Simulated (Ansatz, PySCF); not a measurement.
Gas-phase reaction (SMILES): [AlH2][Br] + [H][H] (H2) → [AlH3] (AlH3) + Br (HBr); hydrogen cleaves one Al-Br bond, a model of a ligand-exchange step.

Geometries: B3LYP-D3(BJ)/def2-TZVP minima from Ansatz (a first-principles code). Cores are frozen in the correlated levels unless marked. No spin-orbit coupling. The frozen core is the preceding noble-gas configuration, with the filled d and f shells of earlier blocks. Non-relativistic. Basis-set limits of correlation are two-point, X^-3; Hartree-Fock from the larger set. Thermal terms are rigid-rotor harmonic-oscillator values from B3LYP-D3(BJ) frequencies (Ansatz or PySCF) at 298.15 K and 1 atm. 1 Eh = 627.5095 kcal/mol.

```csv
species,"E, CCSD(T)/CBS(def2-TZVPPD,def2-QZVPPD) (Ansatz) (Eh)","E, wB97M-V/def2-TZVPD (Ansatz) (Eh)",H - E (Eh),G - E (Eh)
[AlH2][Br],-2815.94392,-2817.67525,0.01873,-0.01136
[H][H] (H2),-1.17452,-1.16077,0.01336,-0.00144
[AlH3] (AlH3),-243.77613,-244.17000,0.02256,-0.00097
Br (HBr),-2573.28305,-2574.60901,0.00927,-0.01328
```

Question: Work out ΔE and ΔH, ΔG, ΔS and the equilibrium constant at 298.15 K at the first level, then ΔH at the second.

Answer: 
1. ΔE = [(-243.77613) + (-2573.28305)] - [(-2815.94392) + (-1.17452)] = 0.05926 Eh = 37.2 kcal/mol at CCSD(T)/CBS(def2-TZVPPD,def2-QZVPPD).
2. The terms H - E add up to -0.00026 Eh, so ΔH = (0.05926 + (-0.00026))×627.5095 = 37.0 kcal/mol.
3. The terms G - E add up to -0.00145 Eh, so ΔG = 36.3 kcal/mol, and ΔS = (-0.00026 - (-0.00145))×627509.5/298.15 = 2.5 cal/(mol K).
4. log10 K = -ΔG/(RT ln 10) = -26.6, with RT ln 10 = 1.3642 kcal/mol.
5. At wB97M-V/def2-TZVPD the same steps give ΔE = 35.8 and ΔH = 35.6 kcal/mol, a shift of -1.4 from the first level.
6. These values are not checked against measurement here, since the tables used lack a sound gas-phase enthalpy of formation for at least one species.
